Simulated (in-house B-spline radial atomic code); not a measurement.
## Ionising Nb⁴⁺ with different functionals

Computed with a radial B-spline atomic code at the basis-set limit: scalar-relativistic (spin-free X2C) Hamiltonian, Fermi nucleus of rms radius 4.324 fm, spin-polarised at highest spin, spherical fractional occupations for the functionals, the average over the highest-spin determinants for Hartree-Fock. The ionisation energy is the difference of two self-consistent energies, [Kr] 4d1 → [Ar] 3d10 4s2 4p6, without Breit or QED terms; ε is the level of the shell that loses the electron (its least bound occupied spin orbital). There is no spin-orbit coupling in this Hamiltonian.

Hybrids are left out here: with spherical fractional occupations of an open shell their exact exchange keeps a self-interaction that integer-occupation calculations don't have.

```csv
method,rung,ΔSCF (eV),-ε(4d) (eV)
Hartree-Fock,Hartree-Fock,49.37,49.79
LDA VWN5,LDA,50.68,44.00
LDA PW92,LDA,50.67,43.99
LDA exchange-only,LDA,49.16,42.58
PBE,GGA,50.53,43.87
PBEsol,GGA,50.50,43.84
BLYP,GGA,50.42,43.73
RPBE,GGA,50.51,43.83
PW91,GGA,50.62,43.94
BP86,GGA,50.55,43.90
AM05,GGA,50.48,43.81
OLYP,GGA,50.73,44.01
TPSS,meta-GGA,50.34,43.68
SCAN,meta-GGA,49.94,43.49
r2SCAN,meta-GGA,49.97,43.52
revTPSS,meta-GGA,50.25,43.60
```

How do they compare with the NIST value?

NIST lists 50.573 eV ± 0.0025 (measured, ground level to ground level). Errors run from -1.41 to +0.16 eV; BP86 is closest (-0.03 eV), but part of that can be cancellation, since the calculations leave out spin-orbit coupling, Breit-QED terms, multiplet and fine-structure energies. Hartree-Fock also lacks correlation.
